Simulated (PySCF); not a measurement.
Mapped SMILES: `[N:1]#[C:2][C:3]1([SiH3:4])[CH2:5][CH2:6]1` (H(Xn): hydrogen on atom n).

Geometry: PBE0-D3(BJ)/def2-SVP; GIAO shifts from PySCF, gas phase, non-relativistic, averaged over equivalent atoms.

At PBE0/def2-SVP (123 basis functions, 6.7 s wall time on 1 thread of an AMD EPYC 9R45 96-Core, shared host):
```json
{"atoms": "N1", "δ (ppm)": "267.5"}
{"atoms": "C2", "δ (ppm)": "116.2"}
{"atoms": "C5/C6", "δ (ppm)": "14.0"}
{"atoms": "C3", "δ (ppm)": "-10.7"}
{"atoms": "Si4", "δ (ppm)": "-48.5"}
{"atoms": "H(Si4)", "δ (ppm)": "4.01"}
{"atoms": "Ha(C5)/Hb(C6)", "δ (ppm)": "1.02"}
{"atoms": "Hb(C5)/Ha(C6)", "δ (ppm)": "0.58"}
```

δ = σ(ref) − σ, references computed at the same level: NH3 for ¹⁵N (269.84 ppm); ¹³C (193.72 ppm), ²⁹Si (407.17 ppm), ¹H (31.34 ppm) against TMS.

What do these become at OPBE/pcSseg-1?

Results:


| atoms | δ at OPBE/pcSseg-1 | change |
| --- | --- | --- |
| N1 | 275.3 | +7.8 |
| C2 | 118.8 | +2.6 |
| C5/C6 | 16.4 | +2.4 |
| C3 | -7.5 | +3.2 |
| Si4 | -45.4 | +3.1 |
| H(Si4) | 4.06 | +0.05 |
| Ha(C5)/Hb(C6) | 1.26 | +0.24 |
| Hb(C5)/Ha(C6) | 0.87 | +0.29 |

References, each an isolated molecule treated in the same way: ¹⁵N (σref 264.09) against NH3; ¹³C (σref 185.13) and ²⁹Si (σref 360.29) and ¹H (σref 31.23) against TMS.

The largest change is at N1 (nitrile nitrogen). Cost: 144 basis functions, 32 s wall time on 1 thread of an Arm Neoverse N1, shared host. The order of the carbon signals is the same at both levels.

Experimental scales use liquid or dissolved standards, which lie at an offset from isolated NH3 (liquid NH3: subtract about 20 ppm). Unscaled 15N shifts of sp2 nitrogen come out 20 to 40 ppm too high even then.
